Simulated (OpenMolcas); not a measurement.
V2+: ligand-field states by method

V2+ with its 6 nearest fluoride ions at 2.074 Å, on the Zn site of KZnF3 (a = 4.054 Å, distance in the model lattice 2.027 Å). The rest of the host is ab initio model potentials to 7.6 Å, with orthogonalisation functions on the cations behind the ligands, and point charges beyond; the distance is set by hand and nothing relaxes. Ligand basis ANO-RCC-VDZP.
```
V     0.0000    0.0000    0.0000
F     2.0740    0.0000    0.0000
F     0.0000    2.0740    0.0000
F    -2.0740    0.0000    0.0000
F     0.0000   -2.0740    0.0000
F     0.0000    0.0000    2.0740
F     0.0000    0.0000   -2.0740
```

```yaml
Program: OpenMolcas 26.06
Basis: ANO-RCC-VTZP [6s5p3d2f1g]
Scalar_Hamiltonian: DKH2, point nucleus
Active_space: 3 electrons in 5 orbitals (3d)
State_averaging: 2S+1 = 4 even, 10 roots; 2S+1 = 2 even, 40 roots
Spin-orbit_coupling: state interaction with AMFI integrals over the reference wave functions
```

I. CASSCF
II. SS-CASPT2, IPEA 0.25 Eh, imaginary shift 0.1 Eh (closed shells correlated: 3s 3p and the ligand valence shells)

Spin-free states (labels of O, the rotations of Oh) in cm-1, each column counted from its own energy of the first state listed:

```tsv
State	Degeneracy	I	II
4A2	1	0	0
4T2	3	11198	12140
2E	2	16739	13190
2T1	3	17567	13980
4T1	3	18260	17990
2T2	3	23436	18840
2A1	1	25333	22100
2T2	3	28452	26010
2T1	3	29011	26230
4T1	3	29960	27940
2E	2	30776	26860
2T1	3	34645	30970
2T1	3	40386	39200
2T2	3	40502	37460
2A2	1	44114	37710
2T2	3	45581	39930
2E	2	47967	44920
2T1	3	51363	46740
2E	2	67384	59220
2T2	3	70644	63410
```

From I to II, I's first state of the same spin (4T2) moves from 11198 to 12140 cm-1, by about +940 cm-1.

From I to II, I's first state of another spin (2E) moves from 16739 to 13190 cm-1, by about -3600 cm-1.

I: A least-squares ligand-field fit to the states below 45000 cm-1, each weighted by its degeneracy and with a free common offset, gives 10Dq = 11696 cm-1, B = 935 cm-1 and C = 3541 cm-1 (C/B = 3.79), with an rms deviation of 189 cm-1. The same method and metal basis give the free ion B = 959 cm-1 (fit to its terms below 60000 cm-1, rms deviation 74 cm-1), so the nephelauxetic ratio is β = 935 / 959 = 0.97; it hangs on how both fits weigh the states, and computed free-ion B values tend to be too large, so β mixes covalency with correlation.

χT at 300 K: I 1.85, II 1.86 cm3 K/mol.

Roots that are degenerate in the reference are averaged as groups; the widest CASPT2 spread within a group is 57 cm-1 (the 2-fold group of multiplicity 2 near 13200 cm-1 above the lowest state of its run, II). Shifts and gaps below about the spread of the groups concerned are not significant. Over all roots computed the reference weight is 0.74 to 0.75 in II; a low but even weight reflects the number of correlated electrons. Ligand-to-metal charge-transfer states are missing. With no ligand orbital active B as a rule stays too high, so bands that hang on it stand too high and its fall with covalency is understated. Without dynamic correlation the repulsion within the d shell is too large (B by tens of per cent), so at a given field states of lower spin stand too high (holds for I). With metal d orbitals alone and no dynamic correlation 10Dq can be off by a tenth to a fifth, either way, in oxide and fluoride hosts (holds for I). These CASPT2 states fit no ligand-field parameters well, so their order and spin gaps are uncertain (holds for II). With one d shell and no ligand orbital active, 10Dq can be off by tens of per cent for divalent 3d ions, low with halides held by bare charges and at times high in hosts (holds for II). Free-ion shares, where given, are those of the reference states; single-state CASPT2 does not remix them (holds for II). No measured value stands beside these numbers; the geometry was set by hand and not optimised.
